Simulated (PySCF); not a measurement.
# Broadened absorption spectrum of C2H6OSe

Compound: C2H6OSe.
Z-matrix (Å and degrees, PBE0-D3(BJ)/def2-SVP geometry), rows numbered from 1:
```
C 
Se  1  1.9526
C   2  1.9530  1   94.05
O   2  1.6396  1  104.10  3   105.64
H   1  1.0980  2  107.00  3  -176.95
H   1  1.0992  2  110.81  3    62.68
H   1  1.0986  2  107.27  3   -59.33
H   3  1.0986  2  107.29  1    59.00
H   3  1.0979  2  106.96  1   176.62
H   3  1.0992  2  110.81  1   -63.02
```

Method: PySCF, TDDFT wB97X-D/def2-SVPD, vertical, gas phase, core orbitals frozen in the response. The wB97X-D/def2-SVPD calculation is non-relativistic and has no spin–orbit coupling, an omission that weighs most on selenium.

Computed states:

```csv
state,E (eV),f
S1,5.49,0.012
S2,5.63,0.049
S3,6.12,0.0046
S4,6.37,0.032
S5,6.61,0.011
S6,7.05,0.091
S7,7.26,0.0026
S8,7.50,0.016
S9,7.52,0.068
S10,7.62,0.014
```

Broadening: Gaussians 0.5 eV wide at half height, area fixed by f = 4.319×10⁻⁹ ∫ε dν̃. The width is an assumption, not a result. The curve ends short of the highest state used, and states not computed would add to its high-energy end.

Question: Give the broadened spectrum and its maxima.

Answer: 
```json
{"E (eV)": "4.74", "ε (L mol⁻¹ cm⁻¹)": "2"}
{"E (eV)": "4.78", "ε (L mol⁻¹ cm⁻¹)": "3"}
{"E (eV)": "4.83", "ε (L mol⁻¹ cm⁻¹)": "7"}
{"E (eV)": "4.87", "ε (L mol⁻¹ cm⁻¹)": "13"}
{"E (eV)": "4.91", "ε (L mol⁻¹ cm⁻¹)": "23"}
{"E (eV)": "4.95", "ε (L mol⁻¹ cm⁻¹)": "40"}
{"E (eV)": "4.99", "ε (L mol⁻¹ cm⁻¹)": "68"}
{"E (eV)": "5.03", "ε (L mol⁻¹ cm⁻¹)": "109"}
{"E (eV)": "5.07", "ε (L mol⁻¹ cm⁻¹)": "171"}
{"E (eV)": "5.12", "ε (L mol⁻¹ cm⁻¹)": "287"}
{"E (eV)": "5.16", "ε (L mol⁻¹ cm⁻¹)": "419"}
{"E (eV)": "5.20", "ε (L mol⁻¹ cm⁻¹)": "593"}
{"E (eV)": "5.24", "ε (L mol⁻¹ cm⁻¹)": "811"}
{"E (eV)": "5.28", "ε (L mol⁻¹ cm⁻¹)": "1075"}
{"E (eV)": "5.32", "ε (L mol⁻¹ cm⁻¹)": "1380"}
{"E (eV)": "5.36", "ε (L mol⁻¹ cm⁻¹)": "1716"}
{"E (eV)": "5.41", "ε (L mol⁻¹ cm⁻¹)": "2153"}
{"E (eV)": "5.45", "ε (L mol⁻¹ cm⁻¹)": "2489"}
{"E (eV)": "5.49", "ε (L mol⁻¹ cm⁻¹)": "2785"}
{"E (eV)": "5.53", "ε (L mol⁻¹ cm⁻¹)": "3017"}
{"E (eV)": "5.57", "ε (L mol⁻¹ cm⁻¹)": "3163"}
{"E (eV)": "5.61", "ε (L mol⁻¹ cm⁻¹)": "3210"}
{"E (eV)": "5.65", "ε (L mol⁻¹ cm⁻¹)": "3156"}
{"E (eV)": "5.70", "ε (L mol⁻¹ cm⁻¹)": "2957"}
{"E (eV)": "5.74", "ε (L mol⁻¹ cm⁻¹)": "2715"}
{"E (eV)": "5.78", "ε (L mol⁻¹ cm⁻¹)": "2428"}
{"E (eV)": "5.82", "ε (L mol⁻¹ cm⁻¹)": "2125"}
{"E (eV)": "5.86", "ε (L mol⁻¹ cm⁻¹)": "1835"}
{"E (eV)": "5.90", "ε (L mol⁻¹ cm⁻¹)": "1583"}
{"E (eV)": "5.95", "ε (L mol⁻¹ cm⁻¹)": "1351"}
{"E (eV)": "5.99", "ε (L mol⁻¹ cm⁻¹)": "1243"}
{"E (eV)": "6.03", "ε (L mol⁻¹ cm⁻¹)": "1208"}
{"E (eV)": "6.07", "ε (L mol⁻¹ cm⁻¹)": "1241"}
{"E (eV)": "6.11", "ε (L mol⁻¹ cm⁻¹)": "1332"}
{"E (eV)": "6.15", "ε (L mol⁻¹ cm⁻¹)": "1466"}
{"E (eV)": "6.19", "ε (L mol⁻¹ cm⁻¹)": "1626"}
{"E (eV)": "6.24", "ε (L mol⁻¹ cm⁻¹)": "1833"}
{"E (eV)": "6.28", "ε (L mol⁻¹ cm⁻¹)": "1984"}
{"E (eV)": "6.32", "ε (L mol⁻¹ cm⁻¹)": "2105"}
{"E (eV)": "6.36", "ε (L mol⁻¹ cm⁻¹)": "2187"}
{"E (eV)": "6.40", "ε (L mol⁻¹ cm⁻¹)": "2226"}
{"E (eV)": "6.44", "ε (L mol⁻¹ cm⁻¹)": "2224"}
{"E (eV)": "6.48", "ε (L mol⁻¹ cm⁻¹)": "2192"}
{"E (eV)": "6.53", "ε (L mol⁻¹ cm⁻¹)": "2133"}
{"E (eV)": "6.57", "ε (L mol⁻¹ cm⁻¹)": "2099"}
{"E (eV)": "6.61", "ε (L mol⁻¹ cm⁻¹)": "2100"}
{"E (eV)": "6.65", "ε (L mol⁻¹ cm⁻¹)": "2161"}
{"E (eV)": "6.69", "ε (L mol⁻¹ cm⁻¹)": "2298"}
{"E (eV)": "6.73", "ε (L mol⁻¹ cm⁻¹)": "2524"}
{"E (eV)": "6.77", "ε (L mol⁻¹ cm⁻¹)": "2840"}
{"E (eV)": "6.82", "ε (L mol⁻¹ cm⁻¹)": "3340"}
{"E (eV)": "6.86", "ε (L mol⁻¹ cm⁻¹)": "3796"}
{"E (eV)": "6.90", "ε (L mol⁻¹ cm⁻¹)": "4263"}
{"E (eV)": "6.94", "ε (L mol⁻¹ cm⁻¹)": "4702"}
{"E (eV)": "6.98", "ε (L mol⁻¹ cm⁻¹)": "5078"}
{"E (eV)": "7.02", "ε (L mol⁻¹ cm⁻¹)": "5362"}
```

Maxima: 221 nm (5.61 eV), ε about 3200, made up of S1 (17%) and S2 (82%); 193 nm (6.42 eV), ε about 2200, made up of S4 (74%) and S5 (19%) (ε in L mol⁻¹ cm⁻¹; maxima over ε = 5, shares over 10%). At its high-energy end, 7.02 eV, the curve is still rising (ε about 5400, from S6).

Question: What would ε be at 5.61 eV, the highest of these maxima, with half the width (0.25 eV)?

Answer: About 5910 L mol⁻¹ cm⁻¹ against 3210, a factor of about 1.8; a lone state at its own centre would give exactly 2.

Question: On this curve, what absorbance would a 10⁻⁵ mol/L sample give at 254 nm over a 1 cm path?

Answer: 254 nm is 4.881 eV, where ε is about 16 L mol⁻¹ cm⁻¹, so A = ε c l ≈ 0.00016 (Beer–Lambert, with the gas-phase spectrum and the assumed width).

Question: Coming from long wavelengths, where does ε first pass 100 L mol⁻¹ cm⁻¹?

Answer: At about 247 nm (5.02 eV), 0.47 eV below S1.

The vertical ionisation energy (ΔSCF) is 8.84 eV, 1.22 eV above S10.

On one thread, x86-64 server, shared host, this took 35 s.
